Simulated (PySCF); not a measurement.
A species of formula C6H3F3O has this rotational fingerprint, computed with PBE0/pcSseg-1 in PySCF (dipole) on a GFN2-xTB geometry, gas phase:

* Rotational constants: A = 2905, B = 560.2, C = 471.1 MHz
* Dipole components: |μa| = 0.35 D, |μb| = 2.05 D, |μc| = 0.06 D
* Inertial defect: -3.18 u·Å²
* κ: -0.93

**Question.** Which candidate fits, each taken in the one conformer that was computed?
A. `[CH2:1]=[C:2]([C:3]#[C:4][C:5]([F:6])([F:7])[F:8])[CH:9]=[O:10]` with C1–C2–C9–O10 0°
B. `CC(=O)C#CC(F)=C(F)F`

**Answer.** B. It is CC(=O)C#CC(F)=C(F)F, a near-prolate asymmetric top. The candidates at the same level (rigid rotor, commonest isotopes):

```json
{"SMILES": "CC(=O)C#CC(F)=C(F)F", "A (MHz)": "2905", "B (MHz)": "560.2", "C (MHz)": "471.1", "μa (D)": "0.35", "μb (D)": "2.05", "μc (D)": "0.06", "Δ (u·Å²)": "-3.18", "point group": "near Cs", "rotor": "near-prolate asymmetric top"}
{"SMILES": "C=C(C#CC(F)(F)F)C=O", "A (MHz)": "3256", "B (MHz)": "518.9", "C (MHz)": "485.5", "μa (D)": "0.83", "μb (D)": "1.52", "μc (D)": "0.01", "Δ (u·Å²)": "-88.19", "point group": "C1", "rotor": "near-prolate asymmetric top"}
```

`C=C(C#CC(F)(F)F)C=O` has A 12 % too high. No structure here is proved a minimum.
